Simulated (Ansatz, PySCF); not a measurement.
Molecule: BI, charge -1, multiplicity 2. 
Coordinates optimised at B3LYP-D3(BJ)/def2-TZVP (Ansatz, a quantum-chemistry and plane-wave program):
```
B
I 1 2.4274
```
Charge -1, spin multiplicity 2.

Total electronic energies in hartree. Correlated levels leave the core frozen unless marked. UHF or UKS for open shells. Spin-orbit coupling is left out. The frozen core is the preceding noble-gas configuration, with the filled d and f shells of earlier blocks. Past Kr the def2 sets carry scalar-relativistic core potentials. Basis-set limits of correlation are two-point, X^-3; Hartree-Fock from the larger set. [CCSD(T)-MP2]/basis is that difference in the basis named.

```csv
level,program,energy (Eh)
RI-HF/def2-TZVPP,Ansatz,-321.28564
RI-HF/def2-TZVPPD,Ansatz,-321.28699
PBE-D4/def2-TZVPD,Ansatz + dftd4,-322.44696
BLYP-D3(BJ)/def2-TZVPD,Ansatz + dftd3,-322.43889
BLYP-D4/def2-TZVPD,Ansatz + dftd4,-322.43926
TPSS-D4/def2-TZVPD,PySCF + dftd4,-322.40104
B3LYP-D3(BJ)/def2-TZVPD,Ansatz + dftd3,-322.60314
BHLYP-D3(BJ)/def2-TZVPD,Ansatz + dftd3,-322.43996
TPSSh/def2-TZVPD,PySCF,-322.41578
r2SCANh-D4/def2-TZVPD,Ansatz + dftd4,-322.58771
r2SCANh/def2-TZVPD,Ansatz,-322.58736
PW6B95-D3(BJ)/def2-TZVPD,PySCF + dftd3,-322.72205
MN15-D3(BJ)/def2-TZVPD,PySCF + dftd3,-321.74802
LC-wPBE/def2-TZVPD,Ansatz,-322.50156
B2GP-PLYP/def2-TZVPD,Ansatz,-322.11139
RPA@PBE/def2-TZVPP,Ansatz,-321.66207
RPA@PBE/def2-QZVPP,Ansatz,-321.71503
MP2/def2-TZVPP,Ansatz,-321.49529
MP2/def2-TZVPPD,Ansatz,-321.49809
SCS-MP2/def2-TZVPP,Ansatz,-321.49488
CCSDT/def2-SVP,Ansatz,-321.42527
"RI-MP2/CBS(def2-TZVPPD,def2-QZVPPD)+[CCSD(T)-MP2]/def2-TZVPPD",Ansatz,-321.5851
"CCSD(T)/CBS(def2-TZVPPD,def2-QZVPPD)",Ansatz,-321.5857
```

Totals of different functionals don't rank their quality; only differences between species are comparable.
